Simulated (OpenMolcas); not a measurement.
Ce3+ with 8 ligands (fluoride) in cubic eightfold coordination (Oh) at 2.45 Å. A charge of +0.625 e stands 2.8 Å behind each ligand. Ligand basis ANO-RCC-VDZP.
```
Ce    0.0000    0.0000    0.0000
F     1.4145    1.4145    1.4145
F     1.4145    1.4145   -1.4145
F     1.4145   -1.4145    1.4145
F     1.4145   -1.4145   -1.4145
F    -1.4145    1.4145    1.4145
F    -1.4145    1.4145   -1.4145
F    -1.4145   -1.4145    1.4145
F    -1.4145   -1.4145   -1.4145
```

```json
{"Program": "OpenMolcas 26.06", "Method": "SS-CASPT2, IPEA 0.25 Eh, imaginary shift 0.1 Eh (closed shells correlated: 5s 5p and the ligand valence shells)", "Basis": "ANO-RCC-VDZP [7s6p4d2f1g]", "Scalar Hamiltonian": "DKH2, point nucleus", "Active space": "1 electron in 7 orbitals (4f)", "State averaging": "2S+1 = 2 odd, 7 roots", "Spin-orbit coupling": "state interaction with AMFI integrals over the reference wave functions"}
```

**Question.** What is the spin-free ground state (labels of O, the rotations of Oh)?

**Answer.** 2T2, 3-fold in its orbital part, 100 % from free-ion F terms; it has the highest spin that f1 allows.

**Question.** Where is the first state of the same spin?

**Answer.** 2T1 at 40.9 cm-1 above the ground state.

**Question.** What are the lowest two levels with spin-orbit coupling?

**Answer.** A 4-fold level Γ8, then a 2-fold level Γ7 480 cm-1 above it. Their leading multiplicities are 2 (100 %) and 2 (100 %).

**Question.** What is χT at 300 K, and how does it compare with the textbook value?

**Answer.** Hund's rules give f1 the level 2F5/2 with g = 0.857, so an isolated free-ion multiplet has χT = g² J(J+1) / 8 = 0.804 cm3 K/mol. The computed 0.681 at 300 K differs by -15 %, through the field's splitting, the mixing of terms and any other multiplet in reach.

Roots that are degenerate in the reference are averaged as groups; the widest CASPT2 spread within a group is 11 cm-1 (the 3-fold group of multiplicity 2 near 0 cm-1 above the lowest state of its run). Shifts and gaps below about the spread of the groups concerned are not significant. Over all roots computed the reference weight is 0.66; a low but even weight reflects the number of correlated electrons. Splittings of an f shell from a small cluster at a set distance can be off by tens of per cent, mostly too small. No measured value stands beside these numbers; the geometry was imposed, not optimised, and the real ion may take another.
